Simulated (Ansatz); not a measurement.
AlClH₅NOSi (`N[SiH2][Al]([OH])[Cl]`). Charge 0, multiplicity 1. The geometry is a stationary point of PBE0-D4/def2-TZVP. It is one conformer, not always the lowest.

```xyz
10

N    -0.978    1.022    1.667
Si    0.163    1.045    0.365
Al    0.331   -1.042   -0.920
O     1.362   -1.211   -2.249
Cl   -0.847   -2.708   -0.363
H    -0.793    0.411    2.448
H    -1.959    0.981    1.433
H    -0.227    2.150   -0.555
H     1.500    1.364    0.940
H     1.448   -2.011   -2.766
```

Task: What is the dipole moment at PBE/def2-TZVPP? (Best estimate.)

Result: Computed: 0.61 D, with components (-0.45, -0.25, 0.33) D in this frame, pointing from negative to positive charge.

Task: And with r2SCAN, B3LYP, ωB97M-V? (Estimate.)

Result: The calculation gave: r2SCAN 0.60 D, B3LYP 0.58 D, ωB97M-V 0.60 D.

Task: Give the Mulliken charges with PBE, r2SCAN, B3LYP in def2-TZVPP. (Estimate.)

Result: Computed: 
| atom | PBE | r2SCAN | B3LYP |
| --- | --- | --- | --- |
| N1 | -0.37 | -0.43 | -0.39 |
| Si2 | 0.14 | 0.20 | 0.22 |
| Al3 | 0.48 | 0.60 | 0.54 |
| O4 | -0.36 | -0.43 | -0.40 |
| Cl5 | -0.26 | -0.29 | -0.29 |
| H6 | 0.15 | 0.15 | 0.14 |
| H7 | 0.15 | 0.15 | 0.14 |
| H8 | -0.05 | -0.07 | -0.06 |
| H9 | -0.05 | -0.07 | -0.07 |
| H10 | 0.18 | 0.19 | 0.18 |

B3LYP here is the variant with VWN-RPA as its local correlation; programs differ in this.
